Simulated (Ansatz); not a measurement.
Start from `F[SiH2]C(Cl)Br` and change one atom or group to get `ClCBr`.

Ansatz, PBE0-D4/def2-TZVP geometries, multiplicity 1. Each molecule was computed in one conformer, which needn't be the lowest.

Scalar relativity is left out up to krypton.

```json
{"property": "LUMO energy (PBE0/def2-TZVPP) / eV", "`F[SiH2]C(Cl)Br`": "-1.06"}
{"property": "HOMO–LUMO gap (PBE/def2-TZVPP) / eV", "`F[SiH2]C(Cl)Br`": "4.89"}
{"property": "size of the dipole moment (B3LYP/def2-TZVPP) / D", "`F[SiH2]C(Cl)Br`": "1.08"}
{"property": "HOMO energy (PBE0/def2-TZVPP) / eV", "`F[SiH2]C(Cl)Br`": "-8.26"}
{"property": "HOMO–LUMO gap (PBE0/def2-TZVPP) / eV", "`F[SiH2]C(Cl)Br`": "7.20"}
{"property": "HOMO–LUMO gap (ωB97M-V/def2-TZVPP) / eV", "`F[SiH2]C(Cl)Br`": "11.50"}
```

What does the change do to each property? (Best estimate.)

Ansatz gave: 
| property | `ClCBr` | shift |
| --- | --- | --- |
| LUMO energy (PBE0/def2-TZVPP) / eV | -0.63 | 0.43 |
| HOMO–LUMO gap (PBE/def2-TZVPP) / eV | 5.32 | 0.43 |
| size of the dipole moment (B3LYP/def2-TZVPP) / D | 1.57 | 0.49 |
| HOMO energy (PBE0/def2-TZVPP) / eV | -8.31 | -0.05 |
| HOMO–LUMO gap (PBE0/def2-TZVPP) / eV | 7.68 | 0.48 |
| HOMO–LUMO gap (ωB97M-V/def2-TZVPP) / eV | 12.05 | 0.55 |

With PBE0 the HOMO falls by 0.05 eV and the LUMO rises by 0.43 eV, so the gap widens by about 0.48 eV. PBE moves the HOMO by -0.02 eV and ωB97M-V by -0.10 eV. Dipoles are sizes alone; their direction can turn.

B3LYP here is the variant with VWN-RPA as its local correlation; programs differ in this.

Spin–orbit coupling is left out; it splits and shifts lone-pair levels of the heavy atoms by tenths of an eV.
